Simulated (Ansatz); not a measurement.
Consider the formal hydrolysis of the Si–B bond: `[SiH3]B([SiH3])[SiH3]` + H₂O → `O[SiH3]` + `[SiH3]B[SiH3]`.

Gas-phase electronic energies from Ansatz, PBE0-D4/def2-TZVP geometries. CBS: MP2 limit from def2 TZ/QZ plus the TZ coupled-cluster correction, frozen cores. This one scheme is used for every species. DFT in def2-TZVPP. B3LYP here is the variant with VWN-RPA as its local correlation; programs differ in this.

Q: Is it downhill or uphill in electronic energy at CCSD(T)/CBS, and by how much? (An estimate is asked.)

A: The calculation gave: Downhill: ΔE = -19.2 kcal/mol.

Q: What do these levels give: B97M-V, B3LYP-D4, r2SCAN0-D4, B2PLYP, MP2/def2-QZVPP, CCSD/CBS(def2)? (Estimate.)

A: The calculation gave: B97M-V -18.7, B3LYP-D4 -19.8, r2SCAN0-D4 -19.3, B2PLYP -22.3, MP2/def2-QZVPP -20.9, CCSD/CBS(def2) -20.4 kcal/mol.

Largest T1 diagnostic among the species: 0.015.

From PBE to PBE0 (25 % exact exchange), in def2-TZVPP and without D4, ΔE moves by −1.5 kcal/mol. Leaving LDA and LC-ωPBE aside and taking each functional with its dispersion term where it has one, the values, not all of them listed here, spread over 8.1 kcal/mol, from B2PLYP to revPBE-D4. LDA lies +1.1 kcal/mol from PBE without D4. The D4 term adds +2.7 kcal/mol with B3LYP and +1.5 kcal/mol with PBE0; it sums over pairs of atoms, weighted by their polarisabilities, and B3LYP, whose exchange is more repulsive, gets the larger term.
